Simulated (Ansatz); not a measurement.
Basis sets compared for [TaOF4]- (TaOF₄⁻). Charge -1, multiplicity 1. Geometry r2SCAN-D4/def2-SVPD. Ansatz on 4 threads of Arm Neoverse V2 on a shared host; times are rough, and most runs start from earlier orbitals.

```xyz
6

Ta   -0.018    0.041    0.040
O    -0.535    1.241    1.201
F    -1.653   -0.724   -0.690
F     0.146   -1.622    1.039
F     1.929    0.083    0.070
F     0.131    0.981   -1.659
```

In the def2 sets Ta takes a core potential; there is no spin–orbit coupling.

| level | functions | energy (Eh) | HOMO (eV) | LUMO (eV) | wall time |
| --- | --- | --- | --- | --- | --- |
| PBE-D4/def2-SVPD | 150 | -531.3316 | -3.10 | 2.49 | 1.4 s |
| PBE0-D4/def2-SVPD | 150 | -531.2564 | -4.76 | 3.35 | 1.8 s |

**Question.** Estimate the rows for PBE-D4/def2-TZVPD, PBE0-D4/def2-TZVPD.

**Answer.** 
```
             level  functions  energy (Eh)  HOMO (eV)  LUMO (eV)  wall time
 PBE-D4/def2-TZVPD        243    -531.8898      -2.96       2.67      2.4 s
PBE0-D4/def2-TZVPD        243    -531.8188      -4.60       3.57      3.2 s
```
